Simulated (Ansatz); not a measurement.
Reaction (formal exchange of groups at the Si–Cl bond): `Cl[SiH2]Br` + `O[SiH3]` → `O[SiH2][SiH2]Br` + HCl

Gas-phase electronic energies from Ansatz, PBE0-D4/def2-TZVP geometries. CCSD(T)/CBS adds triple-zeta CCSD(T) − MP2 to the extrapolated MP2 energy (def2 sets, frozen cores). This one scheme is used for every species. For Br outer-core shells are correlated without core-valence functions, which leaves a few kJ/mol of doubt a bond. Scalar relativity is left out up to krypton. Each species was taken in one conformer, which may not be the lowest.

`Cl[SiH2]Br`:

```xyz
5

Cl    1.157    0.723   -1.434
Si    0.073   -0.121    0.075
Br   -1.875    0.894    0.284
H     0.820    0.041    1.337
H    -0.175   -1.537   -0.261
```

`O[SiH3]`:

```xyz
6

O     0.496   -1.107    0.415
Si   -0.055    0.391    0.006
H     0.198   -1.851   -0.108
H     0.339    0.763   -1.381
H     0.561    1.329    0.972
H    -1.539    0.475    0.097
```

`O[SiH2][SiH2]Br`:

Z-matrix (Å, degrees):
```
Si
Si 1 2.348
O 1 1.648 2 108.4
H 1 1.483 2 112.3 3 -117.9
H 1 1.490 2 107.8 3 121.9
Br 2 2.247 1 103.2 3 -40.9
H 2 1.485 1 114.8 3 74.8
H 2 1.485 1 114.8 3 -157.5
H 3 0.961 1 116.1 2 41.9
```

HCl:

```xyz
2

Cl    0.413   -0.152   -0.464
H    -0.413    0.152    0.464
```

```csv
species,CCSD(T)/def2-TZVPP energy (Eh)
`Cl[SiH2]Br`,-3322.78153
`O[SiH3]`,-366.62321
`O[SiH2][SiH2]Br`,-3229.03742
HCl,-460.33125
```

Question: Work out ΔE.

Answer: ΔE = (-3229.03742) + (-460.33125) − (-3322.78153) − (-366.62321) = 0.03607 Eh = +94.7 kJ/mol. CCSD(T)/CBS gives +96.7 kJ/mol.

Largest T1 diagnostic among the species: 0.011.

From PBE to PBE0 (25 % exact exchange), in def2-TZVPP and without D4, ΔE moves by +5.7 kJ/mol. The D4 term adds −6.0 kJ/mol with B3LYP and −3.6 kJ/mol with PBE0; it sums over pairs of atoms, weighted by their polarisabilities, and B3LYP, whose exchange is more repulsive, gets the larger term.

B3LYP here is the variant with VWN-RPA as its local correlation; programs differ in this.
